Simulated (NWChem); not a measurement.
Everything below was run with NWChem. System: CH3BF2S, charge 0, spin multiplicity 1, at a geometry optimised with PBE0/def2-SVP. The structure started from a generated list of species. Level: B3LYP/def2-TZVP, VWN1-RPA local correlation.

Job file:

```
start mol
memory heap 200 mb stack 800 mb global 1000 mb
geometry units angstroms nocenter noautoz
  B     -0.802205    -0.214381     0.000000
  F     -2.039823     0.242586     0.000000
  F     -0.619112    -1.524150     0.000000
  S      0.571630     0.940145     0.000000
  C      1.988328    -0.199778     0.000000
  H      1.987012    -0.830751     0.897890
  H      2.891369     0.423844     0.000000
  H      1.987012    -0.830751    -0.897890
  symmetry group Cs
end
basis spherical
  * library def2-tzvp
end
dft
  xc b3lyp
  semidirect memsize 60000000 filesize 0
  iterations 100
end
task dft energy
```

Output (cleaned and shortened):

```
             Northwest Computational Chemistry Package (NWChem) 7.3.0
             --------------------------------------------------------

                                NWChem Input Module
                                -------------------

 Scaling coordinates for geometry "geometry" by  1.889725989
 (inverse scale =  0.529177249)

 Turning off AUTOSYM since
 SYMMETRY directive was detected!

                             Geometry "geometry" -> ""
                             -------------------------

 Output coordinates in angstroms (scale by  1.889725989 to convert to a.u.)

  No.       Tag          Charge          X              Y              Z
 ---- ---------------- ---------- -------------- -------------- --------------
    1 B                    5.0000    -0.80220500    -0.21438100     0.00000000
    2 F                    9.0000    -2.03982300     0.24258600     0.00000000
    3 F                    9.0000    -0.61911200    -1.52415000     0.00000000
    4 S                   16.0000     0.57163000     0.94014500     0.00000000
    5 C                    6.0000     1.98832800    -0.19977800     0.00000000
    6 H                    1.0000     1.98701200    -0.83075100     0.89789000
    7 H                    1.0000     2.89136900     0.42384400     0.00000000
    8 H                    1.0000     1.98701200    -0.83075100    -0.89789000

 Effective nuclear repulsion energy (a.u.)     215.3196448955

            Nuclear Dipole moment (a.u.)
            ----------------------------
        X                 Y               Z
 ---------------- ---------------- ----------------
     0.0000018897     0.0000245664     0.0000000000

      Symmetry information
      --------------------

 Group name             Cs
 Group number              2
 Group order               2
 No. of unique centers     7

      Symmetry unique atoms

     1    2    3    4    5    6    7


 Summary of "ao basis" -> "" (spherical)
 ------------------------------------------------------------------------------
       Tag                 Description            Shells   Functions and Types
[...]
 Vector   24  Occ=2.000000D+00  E=-2.751978D-01  Symmetry=a"
              MO Center=  5.1D-01,  6.7D-01, -2.5D-15, r^2= 2.1D+00
   Bfn.  Coefficient  Atom+Function         Bfn.  Coefficient  Atom+Function
  ----- ------------  ---------------      ----- ------------  ---------------
   110      0.475162  4 S  pz               113      0.345688  4 S  pz
   107      0.226957  4 S  pz               101     -0.184158  4 S  pz
     8      0.099129  1 B  pz               138     -0.093563  5 C  pz
    11      0.090572  1 B  pz               163     -0.089814  6 H  s
   175      0.089814  8 H  s                 39     -0.084819  2 F  pz

 Vector   25  Occ=0.000000D+00  E=-7.926941D-04  Symmetry=a"
              MO Center= -3.7D-01, -5.4D-02, -1.8D-13, r^2= 3.2D+00
   Bfn.  Coefficient  Atom+Function         Bfn.  Coefficient  Atom+Function
  ----- ------------  ---------------      ----- ------------  ---------------
    11      0.475734  1 B  pz                14      0.430235  1 B  pz
     8      0.386907  1 B  pz               164      0.386717  6 H  s
   176     -0.386717  8 H  s                144     -0.316809  5 C  pz
   113     -0.297060  4 S  pz                76     -0.192958  3 F  pz
    45     -0.188291  2 F  pz               110     -0.182195  4 S  pz

 Vector   26  Occ=0.000000D+00  E= 1.436108D-03  Symmetry=a'
              MO Center=  1.2D+00,  4.5D-02,  1.4D-13, r^2= 5.4D+00
   Bfn.  Coefficient  Atom+Function         Bfn.  Coefficient  Atom+Function
  ----- ------------  ---------------      ----- ------------  ---------------
   135      2.705446  5 C  s                164     -0.920114  6 H  s
   176     -0.920114  8 H  s                  5     -0.892552  1 B  s
   111     -0.895568  4 S  px               170     -0.669517  7 H  s
   142     -0.429354  5 C  px                12     -0.423862  1 B  px
    10     -0.270636  1 B  py                98     -0.270599  4 S  s

 Vector   27  Occ=0.000000D+00  E= 2.230058D-02  Symmetry=a'
              MO Center= -4.1D-01,  8.9D-02,  4.7D-15, r^2= 6.4D+00
   Bfn.  Coefficient  Atom+Function         Bfn.  Coefficient  Atom+Function
  ----- ------------  ---------------      ----- ------------  ---------------
     5      1.797877  1 B  s                  4     -1.184718  1 B  s
    98     -0.938370  4 S  s                135     -0.665909  5 C  s
   143      0.434573  5 C  py               164      0.418358  6 H  s
   176      0.418358  8 H  s                  9      0.338799  1 B  px
   112      0.299859  4 S  py               142     -0.251764  5 C  px

 center of mass
 --------------
 x =  -0.20259067 y =  -0.00579013 z =   0.00000000

 moments of inertia (a.u.)
 ------------------
         277.444401915190         -73.961949385570           0.000000000000
         -73.961949385570         600.691846000424           0.000000000000
           0.000000000000           0.000000000000         866.530074386805

     Multipole analysis of the density
     ---------------------------------

     L   x y z        total         alpha         beta         nuclear
     -   - - -        -----         -----         ----         -------
     0   0 0 0     -0.000000    -24.000000    -24.000000     48.000000

     1   1 0 0      0.830507      0.415252      0.415252      0.000002
     1   0 1 0     -0.159267     -0.079646     -0.079646      0.000025
     1   0 0 1     -0.000000     -0.000000     -0.000000      0.000000

     2   2 0 0    -25.149483   -172.059497   -172.059497    318.969512
     2   1 1 0     -0.405325    -16.340895    -16.340895     32.276466
     2   1 0 1      0.000000      0.000000      0.000000      0.000000
     2   0 2 0    -28.339625    -81.320274    -81.320274    134.300924
     2   0 1 1      0.000000      0.000000      0.000000      0.000000
     2   0 0 2    -25.721359    -15.739695    -15.739695      5.758030

 Task  times  cpu:       15.3s     wall:       15.3s

 Total times  cpu:       15.3s     wall:       15.3s
```
